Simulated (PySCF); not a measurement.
# Calculated NMR parameters of C[C@@H]1BCCC[C@H]1C

| Item | Value |
| --- | --- |
| Formula | C7H15B |
| SMILES | C[C@@H]1BCCC[C@H]1C |
| Point group of the computed structure | C1 |
| Carbon signals | 7 |
| Proton signals | 11 |

Structure with atom numbers: `[CH3:1][C@@H:2]1[BH:3][CH2:4][CH2:5][CH2:6][C@H:7]1[CH3:8]`. Hydrogens are named by the atom that carries them. Ha(C4), Ha(C5), Ha(C6) are cis to C1 on the ring; Hb(C4), Hb(C5), Hb(C6) are trans to C1 on the ring.

Theory: structure optimised with PBE0-D3(BJ)/def2-SVP, σ from GIAO-PBE0/pcSseg-1, in PySCF 2.14.0 with density-fitted response routines (averaged over atoms made equivalent by symmetry, fast rotation or ring inversion, one computed conformer, isolated molecule, no relativistic terms).

Chemical shifts δ = σref − σ; ¹H (σ = 31.27 ppm) and ¹³C (σ = 184.41 ppm) against TMS; ¹¹B (σ = 100.73 ppm) vs BF3·OEt2, all at this level.

| carbon | δC, type | δH (multiplicity) | HMBC from (2–3 bonds) | span of the C tensor (ppm) |
| --- | --- | --- | --- | --- |
| C1 | 17.4, CH3 | 1.29 (d) | H(B3), H(C7), H(C2) | 34 |
| C2 | 45.3, CH | 0.02 (m) | H(B3), Ha(C4), Ha(C6), H(C1), H(C7), H(C8), Hb(C6), Hb(C4) | 64 |
| C4 | 29.7, CH2 | Hb(C4) 0.83 (m); Ha(C4) 2.00 (m) | H(B3), Hb(C5), Ha(C6), Ha(C5), Hb(C6), H(C2) | 47 |
| C5 | 25.5, CH2 | Hb(C5) 1.74 (m); Ha(C5) 1.37 (m) | H(B3), Ha(C4), Ha(C6), H(C7), Hb(C6), Hb(C4) | 19 |
| C6 | 38.6, CH2 | Hb(C6) 0.97 (m); Ha(C6) 1.59 (m) | Ha(C4), Hb(C5), Ha(C5), H(C7), H(C8), Hb(C4), H(C2) | 24 |
| C7 | 38.5, CH | 1.15 (m) | H(B3), Hb(C5), Ha(C6), Ha(C5), H(C1), H(C8), Hb(C6), H(C2) | 21 |
| C8 | 23.3, CH3 | 1.04 (m) | Ha(C6), H(C7), Hb(C6), H(C2) | 42 |

Other nuclei:
```
atoms  nucleus                                              environment  δ (ppm)  σ (ppm)
H(B3)       ¹H  hydrogen on a boron bonded to 2 C, in a 6-membered ring     7.40    23.87
   B3      ¹¹B             boron bonded to 2 C, H, in a 6-membered ring     87.4     13.3
```

δC 38.6, 25.5: sp3 CH2 in a ring; aliphatic region, no heteroatom directly attached. δC 38.5: sp3 CH in a ring; saturated and bonded to C and H only. δC 23.3, 17.4: methyl carbon; saturated and bonded to C and H only. δH 7.40: hydrogen on a boron bonded to 2 C, in a 6-membered ring. δH 0.02: hydrogen on an sp3 CH bonded to B.

Hydrogens on boron are broadened and split by ¹¹B (spin 3/2, 80 %) and 10B (spin 3). A carbon bonded to boron is broadened by the quadrupolar boron nucleus and is often missing from a measured spectrum. Shifts are as computed. Against solution values, carbons near 30 ppm lie about +2 ppm off and those near 130 ppm about +5 ppm. Of 1309 compounds with measured shifts, 239 miss one by over three times the rms of a fit or turn the order of signals round; such compounds aren't used in these exercises. Multiplicities follow the n + 1 count of equivalent neighbours, as no J values were calculated; m marks all less simple cases, F and P coupling included.
